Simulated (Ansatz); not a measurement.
`O[SiH2][SiH2][SiH2]F`, relaxed with RKS PBE0-D4/def2-TZVP in Ansatz 0.2.0 from a PBE-D4/def2-SVP geometry. The force threshold is 0.005 eV/Å; the program also tests the step.

Total charge 0; spin multiplicity 1.

Start:

```xyz
12

O     1.578   -0.786   -0.645
Si    1.436    0.891   -0.421
Si   -0.812    1.025    0.261
Si   -1.392   -1.253    0.438
F    -2.941   -1.393    0.984
H     2.455   -1.114   -0.912
H     1.730    1.653   -1.691
H     2.392    1.395    0.635
H    -1.670    1.728   -0.758
H    -0.953    1.731    1.584
H    -1.322   -1.927   -0.901
H    -0.501   -1.950    1.426
```

Task: By how much does the energy fall, and how many steps does the optimiser take? (An estimate is asked.)

Result: Computed: 7.74 kJ/mol, in 32 steps, 2 of them rejected.

Task: Which bonds change most? (Best estimate.)

Result: Computed: O1–Si2 from 1.698 to 1.656 Å; Si4–F5 from 1.649 to 1.608 Å; Si2–H8 from 1.511 to 1.492 Å; Si2–H7 from 1.510 to 1.491 Å.

Task: Give the relaxed structure. (An estimate is asked.)

Result: Ansatz gave: 
```xyz
12

O     1.676   -0.592   -1.163
Si    1.477    0.837   -0.350
Si   -0.815    0.934    0.108
Si   -1.472   -1.253    0.624
F    -2.982   -1.278    1.176
H     2.557   -0.822   -1.461
H     1.955    1.993   -1.162
H     2.256    0.844    0.922
H    -1.577    1.442   -1.066
H    -1.056    1.840    1.266
H    -1.418   -2.124   -0.577
H    -0.601   -1.821    1.686
```
